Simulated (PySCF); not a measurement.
Basis-set dependence of population analyses: `C[N](C)[AlH][F]`

C2H7AlFN.
Geometry (PBE0-D3(BJ)/def2-SVP, Å), atoms numbered from 1 in this order:
```xyz
12
C2H7AlFN angstrom
C     -0.8820   -1.1048   -0.0488
N      0.0624   -0.0173    0.0016
C     -0.5532    1.2865   -0.0494
Al     1.8115   -0.2747    0.1222
F      2.7760    1.0849    0.1620
H     -1.4811   -1.0898   -0.9808
H     -0.3663   -2.0778   -0.0049
H     -1.5983   -1.0718    0.7959
H     -1.1409    1.4281   -0.9777
H     -1.2463    1.4484    0.7998
H      0.2100    2.0785   -0.0128
H      2.4455   -1.7130    0.1867
```

PBE0 throughout (PySCF), one geometry, spherical d and f functions. Isolated species at its PBE0-D3(BJ)/def2-SVP geometry, gas phase. Atoms taken as equivalent share a column and are averaged.

Mulliken charges (e):

| basis | functions | C1/C3 | N2 | Al4 | F5 | H6 (×6) | H12 |
| --- | --- | --- | --- | --- | --- | --- | --- |
| STO-3G | 36 | -0.156 | -0.446 | +0.865 | -0.285 | +0.068 | -0.228 |
| 6-31G | 63 | -0.293 | -0.854 | +1.135 | -0.538 | +0.170 | -0.176 |
| pcSseg-0 | 63 | -0.380 | -1.069 | +1.303 | -0.536 | +0.222 | -0.269 |
| 6-31G* | 88 | -0.366 | -0.518 | +0.788 | -0.478 | +0.174 | -0.100 |
| cc-pVDZ | 109 | +0.044 | -0.495 | +0.652 | -0.406 | +0.043 | -0.099 |
| def2-SVP | 109 | +0.073 | -0.605 | +0.818 | -0.420 | +0.038 | -0.167 |
| aug-cc-pVDZ | 182 | +0.665 | -0.397 | +0.572 | -0.652 | -0.174 | +0.191 |
| 6-311+G(2d,p) | 185 | -0.392 | -0.571 | +1.173 | -0.549 | +0.140 | -0.109 |
| def2-TZVP | 203 | -0.309 | -0.191 | +0.507 | -0.368 | +0.125 | -0.081 |
| cc-pVTZ | 252 | -0.203 | -0.134 | +0.441 | -0.345 | +0.089 | -0.090 |
| IGLO-III | 254 | -0.352 | -0.243 | +1.073 | -0.616 | +0.119 | -0.225 |

IAO charges (e):

```csv
basis,functions,C1/C3,N2,Al4,F5,H6 (×6),H12
STO-3G,36,-0.309,-0.514,+1.172,-0.475,+0.119,-0.278
6-31G,63,-0.313,-0.492,+1.009,-0.547,+0.139,-0.180
pcSseg-0,63,-0.294,-0.509,+1.026,-0.532,+0.133,-0.193
6-31G*,88,-0.286,-0.521,+1.081,-0.562,+0.130,-0.204
cc-pVDZ,109,-0.285,-0.512,+1.070,-0.564,+0.129,-0.201
def2-SVP,109,-0.275,-0.516,+1.086,-0.559,+0.125,-0.212
aug-cc-pVDZ,182,-0.295,-0.521,+1.095,-0.579,+0.133,-0.204
"6-311+G(2d,p)",185,-0.297,-0.534,+1.115,-0.581,+0.134,-0.209
def2-TZVP,203,-0.295,-0.536,+1.124,-0.582,+0.133,-0.212
cc-pVTZ,252,-0.297,-0.531,+1.115,-0.579,+0.133,-0.209
IGLO-III,254,-0.297,-0.536,+1.124,-0.583,+0.134,-0.211
```

Some averages cover members that differ in this geometry, most widely: H6 (×6), Mulliken in aug-cc-pVDZ -0.343 to -0.098; C1/C3, Mulliken in 6-311+G(2d,p) -0.409 to -0.375; H6 (×6), Mulliken in def2-TZVP +0.116 to +0.148; H6 (×6), Mulliken in 6-31G* +0.166 to +0.194 e.

Q: Which scheme is steadiest as the basis changes?

A: Largest range over the bases for any column: IAO 0.16 e, Mulliken 1.06 e. IAO charges move least and Mulliken charges most, counted in e. Without the minimal STO-3G basis the ranges are IAO 0.11, Mulliken 1.06 e.

Q: How much do the charges still move between the two largest bases, cc-pVTZ and IGLO-III?

A: At most, over all atoms: Mulliken 0.632 e, IAO 0.009 e.

Q: What do the same runs give for the total energy, the frontier levels and the dipole moment?

A: 
| basis | energy (Eh) | HOMO (eV) | LUMO (eV) | μ (D) |
| --- | --- | --- | --- | --- |
| STO-3G | -471.1332 | -2.96 | 5.72 | 0.45 |
| 6-31G | -477.0636 | -6.44 | -0.28 | 2.46 |
| pcSseg-0 | -476.3660 | -6.49 | -0.04 | 2.29 |
| 6-31G* | -477.1393 | -6.40 | -0.09 | 1.90 |
| cc-pVDZ | -477.1639 | -6.51 | -0.24 | 2.07 |
| def2-SVP | -476.9107 | -6.51 | -0.11 | 1.96 |
| aug-cc-pVDZ | -477.1882 | -6.61 | -0.57 | 2.01 |
| 6-311+G(2d,p) | -477.2465 | -6.62 | -0.52 | 2.04 |
| def2-TZVP | -477.2712 | -6.60 | -0.34 | 1.93 |
| cc-pVTZ | -477.2611 | -6.58 | -0.34 | 1.91 |
| IGLO-III | -477.2772 | -6.60 | -0.29 | 1.93 |

The dipole is fixed by the density alone, so its range of 2.01 D shows that the density itself changes with the basis, not only its division among atoms.
